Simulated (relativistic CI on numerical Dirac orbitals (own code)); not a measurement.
**Sensitivity of the levels of Rb17+ to α and to the nuclear radius**

Calculated at this level of theory: Dirac-Coulomb-Breit CI, separate exchange-only KLI orbitals for each configuration, derivatives by finite differences, unscaled Slater integrals, QED left out (own radial code, finite nucleus).

CI space (outside the closed core [Ne]): 3s²3p⁶3d², 3s²3p⁵3d³, 3s3p⁶3d³, 3s²3p⁶3d4s, 3s²3p⁶3d4p, 3s²3p⁶4s². Double excitations out of closed p, d and f shells are left out; levels of such configurations are missing from the list, as are those of other unlisted configurations, and high levels can miss mixing partners.

With x = (α/α₀)² − 1 an excitation energy changes as ω = ω₀ + qx; K = 2q/ω₀ is the relative enhancement. Terms are leading LS components, so labels can repeat. The field-shift factor is F = δν/δ⟨r²⟩ for the transition from the lowest level.

Lowest level 3s²3p⁶3d² ³F2.

| Level | ω₀ (cm⁻¹) | q (cm⁻¹) | K | F (GHz/fm²) |
| --- | --- | --- | --- | --- |
| 3s²3p⁶3d² ³F3 | 12570 | 14060 | 2.24 | 0.0694 |
| 3s²3p⁶3d² ³F4 | 25261 | 25560 | 2.02 | 0.127 |
| 3s²3p⁶3d² ¹D2 | 49266 | 12300 | 0.499 | 0.0489 |
| 3s²3p⁶3d² ³P0 | 51256 | 6775 | 0.264 | 0.013 |
| 3s²3p⁶3d² ³P1 | 57111 | 14730 | 0.516 | 0.0473 |
| 3s²3p⁶3d² ³P2 | 70438 | 30250 | 0.859 | 0.13 |
| 3s²3p⁶3d² ¹G4 | 77651 | 19160 | 0.493 | 0.144 |
| 3s²3p⁶3d² ¹S0 | 173967 | 22440 | 0.258 | 0.313 |
| 3s²3p⁵3d³ ⁵D°2 | 777806 | 25690 | 0.066 | 1.08 |
| 3s²3p⁵3d³ ⁵D°1 | 779340 | 27180 | 0.0698 | 1.04 |
| 3s²3p⁵3d³ ⁵D°3 | 779795 | 29090 | 0.0746 | 1.13 |
| 3s²3p⁵3d³ ⁵D°0 | 782216 | 31290 | 0.08 | 1.02 |
| 3s²3p⁵3d³ ⁵S°2 | 785288 | 43750 | 0.111 | 1.05 |
| 3s²3p⁵3d³ ⁵F°4 | 785675 | 34940 | 0.0889 | 1.18 |
| 3s²3p⁵3d³ ⁵F°5 | 800350 | 38710 | 0.0967 | 1.21 |
| 3s²3p⁵3d³ ⁵F°1 | 805912 | 43510 | 0.108 | 0.945 |
| 3s²3p⁵3d³ ⁵F°2 | 807352 | 40110 | 0.0994 | 1 |
| 3s²3p⁵3d³ ⁵D°4 | 808593 | 43540 | 0.108 | 1.09 |
| 3s²3p⁵3d³ ⁵D°3 | 809001 | 41890 | 0.104 | 1.02 |
| 3s²3p⁵3d³ ⁵G°6 | 819561 | 39600 | 0.0966 | 1.25 |
| 3s²3p⁵3d³ ⁵G°5 | 834216 | 50710 | 0.122 | 1.13 |
| 3s²3p⁵3d³ ³F°2 | 837927 | 44350 | 0.106 | 1.14 |
| 3s²3p⁵3d³ ³G°4 | 838544 | 42800 | 0.102 | 1.1 |

At this charge energies of transitions that change n are usually good to better than 1 %, and those within a shell (Δn = 0) to a few per cent. Terms inside the open d or f shell come out 10 to 20 % too wide with unscaled integrals.
